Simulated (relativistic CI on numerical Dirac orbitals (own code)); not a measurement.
Pr⁺: what numerical and physical settings do to a radial Dirac CI calculation

Reference input:

```
atom Pr  Z=59  charge=1  electrons=58
nucleus A=141  rms_radius_fm=4.8919
hamiltonian dirac-coulomb  breit=on  qed=on  c_scale=1
orbitals kli  potential=per-configuration
slater_scale 1
correlation none
mixing on
grid step=0.0125 r_max=129.7
scf mixing=0.4 start=green max_iterations=150 tolerance=2e-08 node_fill=0.05
configurations
  [Xe] 4f3 6s
  [Xe] 4f2 6s2
end
```

Computed lowest total energy -9224.99652 Ha, first excitation 667.7 cm⁻¹, 26 SCF steps. Runs with settings changed; * marks those that are bad on purpose:

```tsv
Changed	Outcome	Lowest level	ΔE (Ha)	First excitation (cm⁻¹)	SCF steps	Message
SCF mixing 0.9, SCF tolerance 1e-05	converged	4f3 6s 5I°_4	4.69e-07	667.8	30	
node fill of the KLI weights 0.01	converged	4f3 6s 5I°_4	0.00313	649.4	28	
Breit term off, node fill of the KLI weights 0.2, start potential previous	converged	4f3 6s 5I°_4	-7.81	767.5	40	
SCF tolerance 1e-06, iteration limit 20	converged	4f3 6s 5I°_4	-2.34e-07	667.7	22	
charge 0 *	refused				0	configuration [Xe] 4f3 6s has 58 electrons, the ion has 59
iteration limit 2 *	not converged				2	SCF of 1s2 2s2 2p6 3s2 3p6 3d10 4s2 4p6 4d10 4f3 5s2 5p6 6s did not converge
```

With so few configurations and no correlation, terms lie too far apart (by 10 to 50 % near neutrality), their order can be wrong, and levels of other configurations are missing.
